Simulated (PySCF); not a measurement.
A calculated (UHF, PySCF 2.14, pcseg-2, the non-relativistic Hamiltonian (point nucleus)) atom or ion has these occupied shells.

```csv
shell,electrons,orbital energy (eV),"rms radius, mean of both spins (bohr)"
1s α,1,-1611.3,0.140
1s β,1,-1611.0,0.140
2s α,1,-153.88,0.679
2s β,1,-153.13,0.679
2p α,3,-107.75,0.672
2p β,3,-107.48,0.672
3s α,1,-28.041,2.39
```

(1) Name the element and its charge.

## Answers

(1) Al²⁺ (aluminium, charge +2), in [Ne] 3s1, 2S determinant.
